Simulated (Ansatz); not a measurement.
Consider the ligand exchange at a Ge–O bond: `[OH][Ge]([OH])([OH])[OH]` + HCl → `[OH][Ge]([OH])([OH])[Cl]` + H₂O.

Program: Ansatz. Geometries: PBE0-D4/def2-TZVP. ΔE: electronic, gas phase. CCSD(T)/CBS adds triple-zeta CCSD(T) − MP2 to the extrapolated MP2 energy (def2 sets, frozen cores). This one scheme is used for every species. Functionals use def2-TZVPP. B3LYP here is the variant with VWN-RPA as its local correlation; programs differ in this. For Ge outer-core shells are correlated without core-valence functions, which leaves a few kJ/mol of doubt a bond. Scalar relativity is left out up to krypton. Each species was taken in one conformer, which may not be the lowest.

Q: Is it downhill or uphill in electronic energy at CCSD(T)/CBS, and by how much? (Estimate.)

A: The calculation gave: Downhill: ΔE = -27.7 kJ/mol.

Q: What do these levels give: B3LYP-D4, B2PLYP, r2SCAN, B3LYP, SCS-MP2/def2-TZVPP, CCSD(T)/def2-TZVPP? (An estimate is asked.)

A: The calculation gave: B3LYP-D4 -30.5, B2PLYP -26.3, r2SCAN -30.0, B3LYP -27.6, SCS-MP2/def2-TZVPP -24.0, CCSD(T)/def2-TZVPP -23.6 kJ/mol.

Largest T1 diagnostic among the species: 0.012.
